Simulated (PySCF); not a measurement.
Dy⁺ (dysprosium, charge +1) across methods

[Xe] 4f10 6s1, one real determinant. All numbers are calculated (PySCF 2.14, the spin-free X2C one-electron Hamiltonian (Gaussian nucleus), in x2c-TZVPPall (11s7p7d4f2g, 113 functions)).

| method | E (hartree) | mean ε 4f α (eV) | mean ε 6s α (eV) | mean ε 4f β (eV) | Σ⟨r²⟩ (bohr²) | ⟨S²⟩ |
| --- | --- | --- | --- | --- | --- | --- |
| PBE | -12156.46 | -10.325 | -9.140 | -7.952 | 53.80 | 8.752 |
| PBE0 | -12156.30 | -13.173 | -9.669 | -10.392 | 53.92 | 8.752 |
| UHF | -12152.14682 | -21.150 | -10.837 | -16.926 | 55.29 | 8.756 |
| LDA | -12147.92 | -10.622 | -9.378 | -7.975 | 53.44 | 8.752 |
| r2SCAN | -12156.68 | -10.393 | -9.249 | -8.008 | 53.78 | 8.753 |

⟨L²⟩ = 34.01 against 42 for a pure I term, so this real determinant mixes terms. Spin-orbit coupling, absent here, splits the open shell strongly.
